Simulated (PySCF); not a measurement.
CH4AlFOS. Atoms are numbered in the order given.

```xyz
9

Al     0.0128     0.8061     0.0000
F     -0.9465     2.1794     0.0000
O      1.7218     0.9039     0.0000
H      2.2088     1.7422     0.0000
S     -0.8942    -1.1639     0.0000
C      0.6428    -2.1985     0.0000
H      1.5571    -1.5771     0.0000
H      0.6315    -2.8381     0.9024
H      0.6315    -2.8381    -0.9024
```

Coordinates come from a PBE-D3(BJ)/def2-SVP optimisation. One conformer was computed; it need not be the lowest.

The numbers are results of CAM-B3LYP/def2-TZVP in PySCF, not measurements.

Symmetry labels are those of the subgroup Cs that the program uses (full group Cs).

Computed valence orbital energies around the gap with their symmetry:
```csv
orbital,symmetry,energy (eV)
HOMO−7,A",-13.55
HOMO−6,A',-13.19
HOMO−5,A",-13.18
HOMO−4,A',-11.88
HOMO−3,A',-11.55
HOMO−2,A",-11.19
HOMO−1,A',-9.91
HOMO,A",-8.60
LUMO,A',0.10
LUMO+1,A",1.01
LUMO+2,A',1.22
LUMO+3,A',2.18
```
